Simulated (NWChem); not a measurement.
System: AlH$_{2}$O$_{2}$ cation; SMILES [OH][Al+][OH]

Here is an NWChem input.

```
start job
memory heap 200 mb stack 900 mb global 1100 mb
charge 1
geometry units angstroms noautosym nocenter noautoz
  Al    -0.006542     0.115062     0.013831
  O      1.166123     0.310029    -1.054658
  H      1.867487     0.426731    -1.694177
  O     -1.179019    -0.078985     1.082629
  H     -1.880583    -0.195921     1.721951
end
basis spherical
  Al library pcsseg-1
  O library pcsseg-1
  H library pcsseg-1
end
dft
  xc bhlyp
  iterations 150
end
property
  shielding 3 1 2 3
end
task dft property
```

Coordinates come from a PBE0/def2-SVP optimisation.

GIAO values for the isolated, static molecule; σ is the absolute isotropic shielding, δ = σ(reference) − σ with the isolated reference molecule computed at the same levels (1H: tetramethylsilane, 17O: water).

Atoms are numbered as in the input.

Predict the main results of this run. (BHandHLYP/pcSseg-1, GIAO.) Quantities: σ Al1 (ppm); δ O2 (ppm); δ H3 (ppm).

σ Al1 (ppm): 549.1
δ O2 (ppm): -31.0
δ H3 (ppm): 4.76
